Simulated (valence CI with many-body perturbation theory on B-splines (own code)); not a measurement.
## Br30+: electric-dipole lines

Calculated by configuration interaction combined with many-body perturbation theory (CI+MBPT): three valence electrons over a frozen Dirac-Fock core [He], radial functions for each j: 11 s, 11 p, 9 d, 7 f, 5 g, 2 h, 1 i, with the one-electron correlation potential Σ1, the two-electron term Σ2, the three-electron term Σ3, Breit, model QED; selected CI, second order for the rest (own B-spline code, finite nucleus).

The last digits are not significant, and no measured levels were compared; by estimate large intervals hold to a few tenths of a per cent, small ones and those within an open d or f shell to about a per cent.

Lines 1 to 50 of 260 in falling wavelength, among levels below 2268.6 eV, chosen from the strongest by gf and those to the six lowest levels. Wavelengths and rates use the calculated energies. Electric multipoles are in the length gauge, E1 and E2 with the static RPA response of the core. Weak lines are less certain than strong ones. Lines between different terms over intervals too small for the method are left out, as are lines whose strength nearly cancels. The highest levels of a list are the least certain.

Levels are named by their leading jj configuration (3d3/2^4 stands for four electrons in 3d with j = 3/2), which in mixed levels can hold well under half, so a name can repeat and another be missing. Letters in brackets count levels of one name in rising energy.

```csv
λ vac (Å),Upper,Lower,A (s⁻¹),S (a.u.)
498.1,(2p1/2 2p3/2 3p1/2) J=5/2,(2p1/2 2p3/2 3s) J=5/2,4.43e+08,1.62e-01
446.4,(2p1/2 2p3/2 3d5/2) J=7/2,(2p1/2 2p3/2 3p3/2) J=5/2 [a],8.26e+08,2.90e-01
446.2,(2s 2p3/2 3d5/2) J=9/2,(2s 2p3/2 3p3/2) J=7/2,8.81e+08,3.86e-01
426.5,(2s 2p1/2 3d5/2) J=7/2,(2s 2p1/2 3p3/2) J=5/2,9.94e+08,3.05e-01
408.7,(2p1/2^2 3d5/2) J=5/2,(2p1/2^2 3p3/2) J=3/2,1.29e+09,2.61e-01
404.4,(2s 2p3/2 3d5/2) J=7/2 [b],(2s 2p3/2 3p3/2) J=5/2 [b],1.05e+09,2.75e-01
377.2,(2s 2p3/2 3d5/2) J=5/2 [b],(2s 2p3/2 3p3/2) J=3/2 [b],1.05e+09,1.68e-01
374.3,(2s 2p1/2 3d5/2) J=5/2 [a],(2s 2p1/2 3p3/2) J=3/2 [a],9.48e+08,1.47e-01
372.2,(2s^2 3d5/2) J=5/2,(2s^2 3p3/2) J=3/2,1.35e+09,2.06e-01
349.2,(2s 2p1/2 3d5/2) J=5/2 [b],(2s 2p1/2 3p3/2) J=3/2 [b],1.59e+09,2.00e-01
347.4,(2s 2p3/2 3d5/2) J=5/2 [a],(2s 2p3/2 3p3/2) J=3/2 [a],1.11e+09,1.37e-01
341.6,(2s 2p3/2 3p1/2) J=3/2 [a],(2s 2p3/2 3s) J=5/2,1.67e+09,1.32e-01
337.1,(2s 2p3/2 3d3/2) J=7/2,(2s 2p3/2 3p1/2) J=5/2,1.09e+09,1.65e-01
336.0,(2s 2p3/2 3d5/2) J=7/2 [a],(2s 2p3/2 3p3/2) J=5/2 [a],1.56e+09,2.34e-01
322.8,(2p1/2 2p3/2 3d3/2) J=5/2,(2p1/2 2p3/2 3p1/2) J=3/2 [a],1.80e+09,1.79e-01
318.3,(2s 2p3/2 3p1/2) J=5/2,(2s 2p3/2 3s) J=5/2,1.94e+09,1.85e-01
317.2,(2s 2p1/2 3d3/2) J=5/2,(2s 2p1/2 3p1/2) J=3/2,1.44e+09,1.37e-01
309.2,(2p1/2 2p3/2 3p1/2) J=3/2 [b],(2p1/2 2p3/2 3s) J=5/2,2.94e+09,1.71e-01
306.3,(2p1/2 2p3/2 3p3/2) J=7/2,(2p1/2 2p3/2 3s) J=5/2,4.03e+09,4.57e-01
305.6,(2s 2p3/2 3d3/2) J=5/2 [b],(2s 2p3/2 3p1/2) J=3/2 [b],1.73e+09,1.46e-01
305.0,(2p1/2^2 3d3/2) J=3/2,(2p1/2^2 3p1/2) J=1/2,2.58e+09,1.45e-01
302.7,(2s 2p1/2 3p3/2) J=3/2 [b],(2s 2p1/2 3s) J=1/2 [b],2.03e+09,1.11e-01
301.6,(2s 2p1/2 3d3/2) J=3/2 [a],(2s 2p1/2 3p1/2) J=1/2 [a],2.15e+09,1.17e-01
301.2,(2p1/2 2p3/2 3p3/2) J=5/2 [a],(2p1/2 2p3/2 3s) J=3/2 [a],3.25e+09,2.63e-01
292.9,(2s 2p3/2 3p3/2) J=5/2 [b],(2s 2p3/2 3s) J=3/2 [b],2.71e+09,2.02e-01
283.4,(2s^2 3d3/2) J=3/2,(2s^2 3p1/2) J=1/2,2.45e+09,1.10e-01
282.5,(2p1/2^2 3p3/2) J=3/2,(2p1/2^2 3s) J=1/2,4.61e+09,2.05e-01
278.6,(2s 2p3/2 3p3/2) J=5/2 [a],(2s 2p3/2 3s) J=3/2 [a],2.67e+09,1.71e-01
276.6,(2s 2p3/2 3p3/2) J=7/2,(2s 2p3/2 3s) J=5/2,4.53e+09,3.78e-01
275.1,(2p1/2 2p3/2 3p3/2) J=5/2 [b],(2p1/2 2p3/2 3s) J=3/2 [b],3.78e+09,2.33e-01
262.2,(2s 2p1/2 3p3/2) J=5/2,(2s 2p1/2 3s) J=3/2,5.51e+09,2.94e-01
261.5,(2s^2 3p3/2) J=3/2,(2s^2 3s) J=1/2,4.66e+09,1.65e-01
257.7,(2s 2p3/2 3p3/2) J=3/2 [b],(2s 2p3/2 3s) J=1/2,2.96e+09,1.00e-01
251.9,(2s 2p1/2 3p3/2) J=3/2 [a],(2s 2p1/2 3s) J=1/2 [a],5.08e+09,1.60e-01
243.1,(2p1/2 2p3/2 3p3/2) J=5/2 [b],(2p1/2 2p3/2 3s) J=5/2,2.54e+09,1.08e-01
230.0,(2p1/2 2p3/2 3p3/2) J=1/2 [b],(2p1/2 2p3/2 3s) J=3/2 [b],7.04e+09,8.46e-02
226.3,(2s 2p3/2 3d5/2) J=7/2 [a],(2s 2p3/2 3p1/2) J=5/2,1.66e+09,7.60e-02
218.2,(2s 2p3/2 3p3/2) J=5/2 [a],(2s 2p3/2 3s) J=5/2,3.27e+09,1.01e-01
157.7,(2s 2p1/2 2p3/2) J=5/2,(2s^2 2p3/2) J=3/2,7.85e+08,9.12e-03
150.2,(2s 2p1/2^2) J=1/2,(2s^2 2p1/2) J=1/2,1.01e+09,3.39e-03
125.5,(2p1/2^2 2p3/2) J=3/2,(2s 2p1/2 2p3/2) J=3/2 [b],2.33e+09,9.11e-03
119.7,(2p1/2 2p3/2 3d5/2) J=7/2,(2s 2p3/2 3d5/2) J=9/2,6.71e+09,4.55e-02
119.7,(2p1/2 2p3/2 3p1/2) J=5/2,(2s 2p3/2 3p1/2) J=5/2,8.04e+09,4.08e-02
114.5,(2p1/2^2 3d5/2) J=5/2,(2s 2p1/2 3d5/2) J=7/2,1.14e+10,5.05e-02
109.4,(2p1/2 2p3/2 3p3/2) J=7/2,(2s 2p3/2 3p3/2) J=7/2,8.81e+09,4.56e-02
105.4,(2p1/2 2p3/2 3s) J=5/2,(2s 2p3/2 3s) J=5/2,9.77e+09,3.38e-02
103.5,(2p3/2^2 3s) J=5/2,(2s 2p3/2 3s) J=3/2 [b],1.70e+10,5.59e-02
101.6,(2s 2p1/2 2p3/2) J=1/2,(2s^2 2p3/2) J=3/2,1.82e+09,1.89e-03
97.95,(2p1/2 2p3/2^2) J=5/2,(2s 2p3/2^2) J=5/2,1.74e+10,4.83e-02
95.32,(2p1/2 2p3/2^2) J=3/2,(2s 2p1/2 2p3/2) J=1/2,2.07e+10,3.54e-02
```
